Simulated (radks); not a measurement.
All-electron atom: Er26+ in [Kr] 4d6. Method: Dirac Kohn-Sham, PBEsol, spin-unpolarised, spherical densities, point nucleus; open shells fill j = l - 1/2 first; computed with a radial shooting solver on a logarithmic mesh with Libxc functionals.

Unscreened Slater integrals over Kohn-Sham orbitals (hartree). Large and small components are both included.

integral,value
"F0(4d5/2,4d5/2)",1.7836
"F2(4d5/2,4d5/2)",0.91304
"F4(4d5/2,4d5/2)",0.62052
"F0(4d5/2,4d3/2)",1.7952
"F2(4d5/2,4d3/2)",0.91793
"G2(4d5/2,4d3/2)",0.91497
"G4(4d5/2,4d3/2)",0.62191
"F0(4d5/2,4p3/2)",1.7894
"F2(4d5/2,4p3/2)",0.92187
"G1(4d5/2,4p3/2)",1.1504
"G3(4d5/2,4p3/2)",0.73517
"F0(4d5/2,4p1/2)",1.8298
"G3(4d5/2,4p1/2)",0.75257
"F0(4d3/2,4d3/2)",1.8072
"F2(4d3/2,4d3/2)",0.92342
"F0(4d3/2,4p3/2)",1.8010
"F2(4d3/2,4p3/2)",0.92635
"G1(4d3/2,4p3/2)",1.1487
"G3(4d3/2,4p3/2)",0.73537
"F0(4d3/2,4p1/2)",1.8425
"G1(4d3/2,4p1/2)",1.1962
"F0(4p3/2,4p3/2)",1.7993
"F2(4p3/2,4p3/2)",0.94191
"F0(4p3/2,4p1/2)",1.8396
"G2(4p3/2,4p1/2)",0.94929
"F0(4p1/2,4p1/2)",1.8842
